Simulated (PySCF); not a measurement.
**Peak assignment**

Molfile (atoms numbered from 1):
```
C6H12B2F2
     RDKit          3D

 22 22  0  0  0  0  0  0  0  0999 V2000
    2.9273   -0.0396   -0.7173 B   0  0  0  0  0  0  0  0  0  0  0  0
    1.3917   -0.0207   -0.5018 C   0  0  1  0  0  0  0  0  0  0  0  0
    0.7524   -1.2708    0.1083 C   0  0  0  0  0  0  0  0  0  0  0  0
   -0.7683   -1.2552    0.0089 C   0  0  0  0  0  0  0  0  0  0  0  0
   -1.3621    0.0293    0.6007 C   0  0  2  0  0  0  0  0  0  0  0  0
   -2.9239    0.0316    0.5947 B   0  0  0  0  0  0  0  0  0  0  0  0
   -3.6192   -1.0715    0.8121 F   0  0  0  0  0  0  0  0  0  0  0  0
   -3.6310    1.1318    0.4002 F   0  0  0  0  0  0  0  0  0  0  0  0
   -0.7417    1.2759   -0.0348 C   0  0  0  0  0  0  0  0  0  0  0  0
    0.7786    1.2639    0.0637 C   0  0  0  0  0  0  0  0  0  0  0  0
    3.5381    0.9951   -0.8752 H   0  0  0  0  0  0  0  0  0  0  0  0
    3.5191   -1.0907   -0.8368 H   0  0  0  0  0  0  0  0  0  0  0  0
    1.1565   -0.0376   -1.6042 H   0  0  0  0  0  0  0  0  0  0  0  0
    1.1586   -2.1771   -0.3682 H   0  0  0  0  0  0  0  0  0  0  0  0
    1.0390   -1.3296    1.1744 H   0  0  0  0  0  0  0  0  0  0  0  0
   -1.0588   -1.3282   -1.0558 H   0  0  0  0  0  0  0  0  0  0  0  0
   -1.1983   -2.1391    0.5056 H   0  0  0  0  0  0  0  0  0  0  0  0
   -1.1022    0.0378    1.6829 H   0  0  0  0  0  0  0  0  0  0  0  0
   -1.0337    1.3176   -1.1006 H   0  0  0  0  0  0  0  0  0  0  0  0
   -1.1536    2.1867    0.4280 H   0  0  0  0  0  0  0  0  0  0  0  0
    1.2044    2.1433   -0.4448 H   0  0  0  0  0  0  0  0  0  0  0  0
    1.0693    1.3540    1.1266 H   0  0  0  0  0  0  0  0  0  0  0  0
  1  2  1  0
  2  3  1  0
  3  4  1  0
  4  5  1  0
  5  6  1  0
  6  7  1  0
  6  8  1  0
  5  9  1  0
  9 10  1  0
 10  2  1  0
  1 11  1  0
  1 12  1  0
  2 13  1  6
  3 14  1  0
  3 15  1  0
  4 16  1  0
  4 17  1  0
  5 18  1  1
  9 19  1  0
  9 20  1  0
 10 21  1  0
 10 22  1  0
M  END
```

Computed data (PySCF 2.14.0 with density-fitted response routines): geometry from PBE0-D3(BJ)/def2-SVP, shielding tensors at PBE/pcSseg-1 (GIAO). Single conformer, relativity neglected, in vacuum, fast rotation and ring inversion assumed for equivalent nuclei.

Shifts are taken against calculated references (same method and geometry level): 13C (180.03 ppm) and 1H (31.20 ppm) against TMS.

Problem. Assign these signals to the numbered atoms. 13C{1H} NMR (computed): δ 57.0, 35.9, 32.6, 26.3.

Solution. 
57.0 → C2, sp3 CH bonded to B
35.9 → C3/C10, sp3 CH2 in a ring: a saturated carbon with 2 carbon neighbours and no heteroatom attached
32.6 → C4/C9, sp3 CH2 in a ring
26.3 → C5, sp3 CH bonded to B

Problem. Assign these signals to the numbered atoms. 1H NMR (600 MHz, computed): δ 7.55 (br, 2H), 2.33 (m, 2H), 2.04 (m, 2H), 1.47 (m, 2H), 1.15 (m, 2H), 0.80 (m, 1H), 0.34 (m, 1H).

Solution. 
7.55 → H11/H12, hydrogen on a boron bonded to C
2.33 → H14/H21, hydrogen on an sp3 CH2 in a ring
2.04 → H17/H20, hydrogen on an sp3 CH2 in a ring
1.47 → H15/H22, hydrogen on an sp3 CH2 in a ring
1.15 → H16/H19, hydrogen on an sp3 CH2 in a ring
0.80 → H18, hydrogen on an sp3 CH bonded to B
0.34 → H13, hydrogen on an sp3 CH bonded to B

Hydrogens on boron are broadened and split by 11B (spin 3/2, 80 %) and 10B (spin 3). A carbon bonded to boron is broadened by the quadrupolar boron nucleus and is often missing from a measured spectrum. Splittings by 19F in the carbon and heteronuclear signals aren't shown, as no couplings were computed. Shifts are as computed. Against solution values, carbons near 30 ppm lie about +2 ppm off and those near 130 ppm about +2 ppm. Of 1313 compounds with measured shifts, 239 miss one by over three times the rms of a fit or turn the order of signals round; such compounds aren't used in these exercises. No couplings were computed; multiplicities are counted from neighbouring protons, with m where these are inequivalent, close in shift, in a saturated or five-membered ring or joined by F or P, and br s for small geminal =CH2 splittings.
